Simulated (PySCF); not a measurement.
BiCl₂, SMILES [Cl][Bi+][Cl] (connectivity only; charge and spin as stated), charge +1, multiplicity 1.

Coordinates come from a PBE0-D3(BJ)/def2-TZVP optimisation. The multiplicity is an assumed one; other spin states were not compared. The isomer is the one that the SMILES or the coordinates give; other isomers of the formula were not compared. The def2 effective core potentials stand for the cores of Bi; spin–orbit coupling is left out.

Computed with PBE0-D3(BJ)/def2-TZVP (PySCF).

Frequencies are harmonic and unscaled.

```json
[
 {"mode": "1", "ν (cm⁻¹)": "124", "IR (km/mol)": "1.2", "Raman (Å⁴/amu)": "5.2", "depolarisation": "0.67", "moving atoms (share of kinetic energy)": "Cl 88 %, Bi 12 %"},
 {"mode": "2", "ν (cm⁻¹)": "388", "IR (km/mol)": "57.0", "Raman (Å⁴/amu)": "10.6", "depolarisation": "0.75", "moving atoms (share of kinetic energy)": "Cl 84 %, Bi 16 %"},
 {"mode": "3", "ν (cm⁻¹)": "403", "IR (km/mol)": "17.3", "Raman (Å⁴/amu)": "22.9", "depolarisation": "0.12", "moving atoms (share of kinetic energy)": "Cl 87 %, Bi 13 %"}
]
```
